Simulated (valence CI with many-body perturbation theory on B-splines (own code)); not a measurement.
# W LXX: calculated level list

Level of theory: relativistic CI+MBPT: three valence electrons over a frozen Dirac-Fock core [He], radial functions for each j: 11 s, 11 p, 9 d, 7 f, 5 g, 2 h, 1 i, with the one-electron correlation potential Σ1, the two-electron term Σ2, the three-electron term Σ3, Breit, model QED; selected CI, second order for the rest (own B-spline code, finite nucleus).

No measured spectrum was set against this ion. As an estimate, large intervals hold to a few tenths of a per cent, small ones and those within an open d or f shell to about a per cent.

Levels 1 to 45 of 103, with energies above the lowest level, (2s^2 2p1/2) J=1/2. "Leading %" is the weight of the configuration and term that name the level; weights of strongly mixed levels are sums over their largest components and can fall short. In the jj column 3d3/2^4 stands for four electrons in 3d with j = 3/2.

```tsv
No.	Configuration	Term	J	E (eV)	Leading %	Leading jj	g
1	2s²2p	²P°	1/2	0	100	2s^2 2p1/2 (100 %)	0.615
2	2s2p²	⁴P	1/2	271	49	2s 2p1/2^2 (100 %)	2.026
3	2s²2p	²P°	3/2	1463	99	2s^2 2p3/2 (99 %)	1.297
4	2s2p²	⁴P	3/2	1654	90	2s 2p1/2 2p3/2 (100 %)	1.618
5	2s2p²	²D	5/2	1695	63	2s 2p1/2 2p3/2 (100 %)	1.305
6	2s2p²	²P	1/2	1768	68	2s 2p1/2 2p3/2 (100 %)	1.269
7	2s2p²	²D	3/2	1770	61	2s 2p1/2 2p3/2 (100 %)	0.972
8	2p³	²P°	3/2	2051	49	2p1/2^2 2p3/2 (99 %)	1.311
9	2s2p²	⁴P	5/2	3135	63	2s 2p3/2^2 (100 %)	1.415
10	2s2p²	²S	1/2	3244	68	2s 2p3/2^2 (100 %)	1.917
11	2s2p²	²P	3/2	3245	59	2s 2p3/2^2 (100 %)	1.167
12	2p³	⁴S°	3/2	3464	55	2p1/2 2p3/2^2 (100 %)	1.432
13	2p³	²D°	5/2	3487	100	2p1/2 2p3/2^2 (100 %)	1.161
14	2p³	²P°	1/2	3545	100	2p1/2 2p3/2^2 (100 %)	0.615
15	2p³	²P°	3/2	4970	51	2p3/2^3 (100 %)	1.285
16	2s²3s	²S	1/2	10630	98	2s^2 3s (98 %)	1.981
17	2s²3p	²P°	1/2	10719	96	2s^2 3p1/2 (96 %)	0.658
18	2s2p3s	⁴P°	1/2	10811	85	2s 2p1/2 3s (99 %)	2.349
19	2s2p3s	⁴P°	3/2	10839	58	2s 2p1/2 3s (100 %)	1.528
20	2s2p3s	²P°	1/2	10870	95	2s 2p1/2 3s (99 %)	0.694
21	2s2p3p	⁴D	1/2	10887	72	2s 2p1/2 3p1/2 (100 %)	0.261
22	2s2p3p	⁴D	3/2	10915	39	2s 2p1/2 3p1/2 (100 %)	1.084
23	2s2p3p	⁴P	1/2	10961	45	2s 2p1/2 3p1/2 (99 %)	1.908
24	2p²3s	⁴P	1/2	11136	44	2p1/2^2 3s (97 %)	1.975
25	2s²3p	²P°	3/2	11151	98	2s^2 3p3/2 (98 %)	1.319
26	2p²3p	²P°	1/2	11207	46	2p1/2^2 3p1/2 (97 %)	0.643
27	2s²3d	²D	3/2	11210	98	2s^2 3d3/2 (98 %)	0.785
28	2s²3d	²D	5/2	11324	92	2s^2 3d5/2 (92 %)	1.193
29	2s2p3p	⁴P	3/2	11331	31	2s 2p1/2 3p3/2 (100 %)	1.387
30	2s2p3p	²D	5/2	11365	41	2s 2p1/2 3p3/2 (93 %)	1.305
31	2s2p3p	²D	3/2	11367	42	2s 2p1/2 3p3/2 (100 %)	1.241
32	2s2p3p	²P	1/2	11372	44	2s 2p1/2 3p3/2 (98 %)	1.335
33	2s2p3d	⁴F°	3/2	11378	69	2s 2p1/2 3d3/2 (100 %)	0.571
34	2s2p3d	⁴F°	5/2	11409	41	2s 2p1/2 3d3/2 (99 %)	1.001
35	2s2p3d	²P°	3/2	11427	30	2s 2p1/2 3d3/2 (99 %)	1.153
36	2s2p3d	⁴D°	1/2	11431	53	2s 2p1/2 3d3/2 (99 %)	0.436
37	2s2p3d	⁴P°	5/2	11504	33	2s 2p1/2 3d5/2 (100 %)	1.300
38	2s2p3d	²F°	7/2	11534	40	2s 2p1/2 3d5/2 (100 %)	1.220
39	2s2p3d	²F°	5/2	11546	47	2s 2p1/2 3d5/2 (99 %)	1.074
40	2s2p3d	²P°	3/2	11546	39	2s 2p1/2 3d5/2 (96 %)	1.118
41	2p²3p	²P°	3/2	11655	34	2p1/2^2 3p3/2 (96 %)	1.317
42	2p²3d	²D	3/2	11698	43	2p1/2^2 3d3/2 (98 %)	0.781
43	2p²3d	²D	5/2	11826	36	2p1/2^2 3d5/2 (98 %)	1.187
44	2s2p3s	⁴P°	5/2	12278	100	2s 2p3/2 3s (100 %)	1.565
45	2s2p3s	²P°	3/2	12306	76	2s 2p3/2 3s (100 %)	1.385
```

The ionisation energy to 2s² ¹S0 of the next ion comes out as 18823 eV (NIST: 18872 ± 3 eV (semi-empirical)). All 103 levels together are meant to be complete up to 13310 eV.
